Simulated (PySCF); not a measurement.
Simulation results for AlBH4

All values are calculated (PySCF 2.14.0). Calculation on a computer-drawn molecule: vertical ionisation energy to the stated ion spin, frozen-core CCSD(T) at the basis limit and cheaper methods, single-reference cases, UHF for radicals, no spin-orbit; all values are single points at the evaluated structure, the first of each entry, which is the reference or a displaced copy of it and isn't optimised; the reference structure only sets the zero of the energies above reference; triples share is (T) over the correlation energy.

Common to all runs: charge 0; multiplicity 1; ion multiplicity 2; diffuse functions no; basis cc-pV(n+d)Z; reference is the Hartree-Fock double-zeta minimum; best is HF at quadruple zeta + MP2 correlation extrapolated from triple and quadruple zeta + CCSD(T) minus MP2 at triple zeta; basis step is the size of the change from the same recipe one zeta lower.

(1) 
```xyz
6
formula=AlBH4 ionisation_energy_best=9.581 ionisation_energy_basis_step=0.02256 energy_above_reference_best=21.56 energy_above_reference_basis_step=0.1453 ionisation_energy_Koopmans_at_triple_zeta=9.755 ionisation_energy_EOM_CCSD_at_triple_zeta=9.553 total_energy_HF_triple_zeta=-268.8507 total_energy_CCSD(T)_triple_zeta=-269.0798 total_energy_best=-269.1044 T1_diagnostic_at_triple_zeta=0.01403 D1_diagnostic_at_triple_zeta=0.03627 ion_T1_diagnostic_at_triple_zeta=0.02756 ion_D1_diagnostic_at_triple_zeta=0.08716 ion_spin_squared_at_triple_zeta=0.8329 triples_share_at_triple_zeta=0.02574 basis_functions_triple_zeta=125 dipole_magnitude_HF_at_triple_zeta=2.027 dipole_magnitude_CCSD_unrelaxed_at_triple_zeta=1.643 dipole_magnitude_PBE_at_triple_zeta=1.467 dipole_magnitude_r2SCAN_at_triple_zeta=1.599 dipole_magnitude_B3LYP_at_triple_zeta=1.675 dipole_magnitude_wB97X_at_triple_zeta=1.858
B      0.1540     1.6869     1.6713
Al     0.2060     2.4438    -0.3708
H     -0.7839     1.1285     2.1424
H      1.1274     1.7932     2.3957
H      0.6713     1.7343    -1.6506
H     -0.3774     4.4175    -0.7245
```

Units: ionisation_energy_best, ionisation_energy_basis_step, ionisation_energy_Koopmans_at_triple_zeta, ionisation_energy_EOM_CCSD_at_triple_zeta in eV; energy_above_reference_best, energy_above_reference_basis_step in kcal/mol; total_energy_HF_triple_zeta, total_energy_CCSD(T)_triple_zeta, total_energy_best in hartree; dipole_magnitude_HF_at_triple_zeta, dipole_magnitude_CCSD_unrelaxed_at_triple_zeta, dipole_magnitude_PBE_at_triple_zeta, dipole_magnitude_r2SCAN_at_triple_zeta, dipole_magnitude_B3LYP_at_triple_zeta, dipole_magnitude_wB97X_at_triple_zeta in debye.

Reference structure:
```xyz
6
AlBH4
B      0.1652     1.6823     1.6614
Al     0.1286     2.4493    -0.3451
H     -0.7665     1.0948     2.1502
H      1.1190     1.8054     2.3875
H      0.6164     1.5641    -1.5695
H     -0.3870     3.9194    -0.6508
```

Drawn bonds:
| atom | other atom | order |
| --- | --- | --- |
| 1 | 2 | 1 |
| 1 | 3 | 1 |
| 1 | 4 | 1 |
| 2 | 5 | 1 |
| 2 | 6 | 1 |

Triple zeta:
| method | ionisation energy (eV) | energy above reference (kcal/mol) |
| --- | --- | --- |
| HF | 8.445 | 22.95 |
| PBE | 9.233 | 19 |
| r2SCAN | 9.225 | 20.8 |
| B3LYP | 9.378 | 21.07 |
| wB97X | 9.536 | 22.08 |
| MP2 | 9.35 | 22.81 |
| CCSD | 9.465 | 21.52 |
| CCSD(T) | 9.483 | 21.24 |

(2) 
```xyz
6
formula=AlBH4 ionisation_energy_best=9.977 ionisation_energy_basis_step=0.02316 energy_above_reference_best=4.443 energy_above_reference_basis_step=0.08565 ionisation_energy_Koopmans_at_triple_zeta=10.22 ionisation_energy_EOM_CCSD_at_triple_zeta=9.962 total_energy_HF_triple_zeta=-268.8795 total_energy_CCSD(T)_triple_zeta=-269.1066 total_energy_best=-269.1317 T1_diagnostic_at_triple_zeta=0.01114 D1_diagnostic_at_triple_zeta=0.02328 ion_T1_diagnostic_at_triple_zeta=0.02557 ion_D1_diagnostic_at_triple_zeta=0.07119 ion_spin_squared_at_triple_zeta=0.8027 triples_share_at_triple_zeta=0.02452 basis_functions_triple_zeta=125 dipole_magnitude_HF_at_triple_zeta=0.9846 dipole_magnitude_CCSD_unrelaxed_at_triple_zeta=0.8387 dipole_magnitude_PBE_at_triple_zeta=0.7196 dipole_magnitude_r2SCAN_at_triple_zeta=0.7879 dipole_magnitude_B3LYP_at_triple_zeta=0.8248 dipole_magnitude_wB97X_at_triple_zeta=0.9208
B      0.1867     1.6600     1.6260
Al     0.1081     2.3132    -0.3930
H     -0.7620     1.2271     2.1289
H      1.2096     1.6574     2.2846
H      0.5884     1.4570    -1.6915
H     -0.4610     3.9459    -0.6959
```

Units: ionisation_energy_best, ionisation_energy_basis_step, ionisation_energy_Koopmans_at_triple_zeta, ionisation_energy_EOM_CCSD_at_triple_zeta in eV; energy_above_reference_best, energy_above_reference_basis_step in kcal/mol; total_energy_HF_triple_zeta, total_energy_CCSD(T)_triple_zeta, total_energy_best in hartree; dipole_magnitude_HF_at_triple_zeta, dipole_magnitude_CCSD_unrelaxed_at_triple_zeta, dipole_magnitude_PBE_at_triple_zeta, dipole_magnitude_r2SCAN_at_triple_zeta, dipole_magnitude_B3LYP_at_triple_zeta, dipole_magnitude_wB97X_at_triple_zeta in debye.

Reference structure:
```xyz
6
AlBH4
B      0.1652     1.6823     1.6614
Al     0.1286     2.4493    -0.3451
H     -0.7665     1.0948     2.1502
H      1.1190     1.8054     2.3875
H      0.6164     1.5641    -1.5695
H     -0.3870     3.9194    -0.6508
```

Drawn bonds:
| atom | other atom | order |
| --- | --- | --- |
| 1 | 2 | 1 |
| 1 | 3 | 1 |
| 1 | 4 | 1 |
| 2 | 5 | 1 |
| 2 | 6 | 1 |

Triple zeta:
| method | ionisation energy (eV) | energy above reference (kcal/mol) |
| --- | --- | --- |
| HF | 9.061 | 4.869 |
| PBE | 9.532 | 3.499 |
| r2SCAN | 9.595 | 4.117 |
| B3LYP | 9.734 | 4.303 |
| wB97X | 9.864 | 4.557 |
| MP2 | 9.899 | 4.833 |
| CCSD | 9.867 | 4.5 |
| CCSD(T) | 9.884 | 4.428 |

(3) 
```xyz
6
formula=AlBH4 ionisation_energy_best=9.846 ionisation_energy_basis_step=0.02568 energy_above_reference_best=10.3 energy_above_reference_basis_step=0.04914 ionisation_energy_Koopmans_at_triple_zeta=10.08 ionisation_energy_EOM_CCSD_at_triple_zeta=9.826 total_energy_HF_triple_zeta=-268.8701 total_energy_CCSD(T)_triple_zeta=-269.0976 total_energy_best=-269.1224 T1_diagnostic_at_triple_zeta=0.01064 D1_diagnostic_at_triple_zeta=0.02047 ion_T1_diagnostic_at_triple_zeta=0.0226 ion_D1_diagnostic_at_triple_zeta=0.07315 ion_spin_squared_at_triple_zeta=0.7741 triples_share_at_triple_zeta=0.0247 basis_functions_triple_zeta=125 dipole_magnitude_HF_at_triple_zeta=0.5128 dipole_magnitude_CCSD_unrelaxed_at_triple_zeta=0.4637 dipole_magnitude_PBE_at_triple_zeta=0.4204 dipole_magnitude_r2SCAN_at_triple_zeta=0.4423 dipole_magnitude_B3LYP_at_triple_zeta=0.4528 dipole_magnitude_wB97X_at_triple_zeta=0.4596
B      0.1480     1.6869     1.6177
Al     0.0929     2.4634    -0.4260
H     -0.8578     1.0556     2.2076
H      1.0473     1.8082     2.3625
H      0.7273     1.4350    -1.6915
H     -0.3618     3.8602    -0.5807
```

Units: ionisation_energy_best, ionisation_energy_basis_step, ionisation_energy_Koopmans_at_triple_zeta, ionisation_energy_EOM_CCSD_at_triple_zeta in eV; energy_above_reference_best, energy_above_reference_basis_step in kcal/mol; total_energy_HF_triple_zeta, total_energy_CCSD(T)_triple_zeta, total_energy_best in hartree; dipole_magnitude_HF_at_triple_zeta, dipole_magnitude_CCSD_unrelaxed_at_triple_zeta, dipole_magnitude_PBE_at_triple_zeta, dipole_magnitude_r2SCAN_at_triple_zeta, dipole_magnitude_B3LYP_at_triple_zeta, dipole_magnitude_wB97X_at_triple_zeta in debye.

Reference structure:
```xyz
6
AlBH4
B      0.1652     1.6823     1.6614
Al     0.1286     2.4493    -0.3451
H     -0.7665     1.0948     2.1502
H      1.1190     1.8054     2.3875
H      0.6164     1.5641    -1.5695
H     -0.3870     3.9194    -0.6508
```

Drawn bonds:
| atom | other atom | order |
| --- | --- | --- |
| 1 | 2 | 1 |
| 1 | 3 | 1 |
| 1 | 4 | 1 |
| 2 | 5 | 1 |
| 2 | 6 | 1 |

Triple zeta:
| method | ionisation energy (eV) | energy above reference (kcal/mol) |
| --- | --- | --- |
| HF | 8.887 | 10.77 |
| PBE | 9.436 | 9.511 |
| r2SCAN | 9.489 | 10.15 |
| B3LYP | 9.626 | 10.28 |
| wB97X | 9.717 | 10.34 |
| MP2 | 9.729 | 10.64 |
| CCSD | 9.726 | 10.22 |
| CCSD(T) | 9.752 | 10.11 |
